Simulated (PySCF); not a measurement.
Input of a response calculation (the driver script's job line, then coordinates in Å):

```
{"job": {"kind": "uv", "xc": "wB97X-D", "basis": "def2-SVPD", "nstates": 8, "ntriplets": 3}, "charge": 0, "multiplicity": 1}
B      3.875507     0.472637    -0.029588
B      2.323081    -0.018710    -0.161009
S      1.438662    -0.782911     1.186577
Si    -0.546897    -1.147974     0.387083
C     -1.448338     0.505334     0.132917
C     -2.825604     0.334317    -0.499360
H      4.167313     1.564268     0.288262
H      4.783417    -0.224859    -0.286325
H      1.709363     0.105260    -1.160918
H     -1.161004    -1.971717     1.422015
H     -0.397056    -1.877654    -0.871970
H     -1.557503     1.012994     1.094824
H     -0.847754     1.168505    -0.495343
H     -3.454975    -0.300872     0.119034
H     -2.744936    -0.126321    -1.481074
H     -3.320875     1.296646    -0.615042
```

Its output, with some lines taken out ([cut]):

```
coarse grid: 13792 points
cycle   1  E = -819.1502758269  dE =  3.298e-01  |g| = 2.874e-01  |ddm| = 4.724e+00
cycle   2  E = -819.1710027444  dE = -2.073e-02  |g| = 1.858e-01  |ddm| = 9.713e-01
cycle   3  E = -819.1806916575  dE = -9.689e-03  |g| = 3.001e-02  |ddm| = 3.852e-01
cycle   4  E = -819.1810721962  dE = -3.805e-04  |g| = 6.613e-03  |ddm| = 1.098e-01
cycle   5  E = -819.1810886497  dE = -1.645e-05  |g| = 2.269e-03  |ddm| = 2.563e-02
cycle   6  E = -819.1810908525  dE = -2.203e-06  |g| = 5.530e-04  |ddm| = 7.150e-03
final grid: 122224 points
cycle   7  E = -819.2768764990  dE = -1.115e-04  |g| = 5.858e-03  |ddm| = 1.190e-01
cycle   8  E = -819.2768811895  dE = -4.691e-06  |g| = 4.552e-03  |ddm| = 2.007e-02
cycle   9  E = -819.2768867041  dE = -5.515e-06  |g| = 4.393e-04  |ddm| = 7.466e-03
cycle  10  E = -819.2768868121  dE = -1.079e-07  |g| = 1.815e-04  |ddm| = 1.605e-03
cycle  11  E = -819.2768868273  dE = -1.519e-08  |g| = 5.432e-05  |ddm| = 5.156e-04
cycle  12  E = -819.2768868293  dE = -2.051e-09  |g| = 1.686e-05  |ddm| = 1.760e-04
cycle  13  E = -819.2768868296  dE = -2.942e-10  |g| = 6.616e-06  |ddm| = 6.525e-05
converged SCF energy = -819.2768868296

Static polarisability (au): isotropic 101.973, principal 83.044 92.097 130.777

Singlet excitations
state   eV       nm        f      main configurations
  1   4.9737    249.3   0.00158   H-1->L 0.66, H-2->L 0.20
  2   5.3626    231.2   0.00310   H-1->L+1 0.64, H->L 0.21
[cut]
  4   5.9081    209.9   0.15883   H->L+1 0.83
  5   6.3240    196.1   0.03224   H-2->L 0.53, H-1->L 0.18
  6   6.3768    194.4   0.00560   H-5->L 0.53, H-2->L+1 0.25
[cut]
  8   7.2594    170.8   0.01290   H->L+2 0.68

[cut]
```

Computed with TDDFT wB97X-D/def2-SVPD, vertical, gas phase, core orbitals frozen in the response in PySCF 2.14.0, density-fitted response routines. Isolated species at its GFN2-xTB geometry (one conformer only).

Task: Restore the lines that were cut, in order.

Result: 
```
  3   5.3675    231.0   0.00081   H->L 0.58, H-1->L+1 0.23
  7   6.3805    194.3   0.00260   H-2->L+1 0.54, H-5->L 0.24
Triplet excitations (Tamm-Dancoff, eV): 4.3378 4.8070 4.8896
```

Task: What is the total energy of state 8 at this geometry?

Result: -819.27689 + 0.26678 = -819.01011 hartree.

Task: What share of the summed oscillator strength falls to the strongest level in this window?

Result: State 4 at 210 nm: 0.1588 of 0.2177, or 73%.

Task: Give the mean polarisability in Å³.

Result: 101.97 au × 0.148185 = 15.11 Å³.

Task: Which species is it?

Result: `BBS[SiH2]CC` (C2H10B2SSi), point group C1.

The SCF starts on a coarse grid; the energy jumps when the final grid takes over, and dE counts afresh there. H and L stand for HOMO and LUMO.

Conformer computed: `[BH2:1][BH:2][S:3][SiH2:4][CH2:5][CH3:6]`: B1–B2–S3–Si4 179°, B2–S3–Si4–C5 -69°, S3–Si4–C5–C6 177°.

The pairwise dispersion term of wB97X-D wasn't added to the energies; at a given geometry it leaves orbitals and properties as they are.
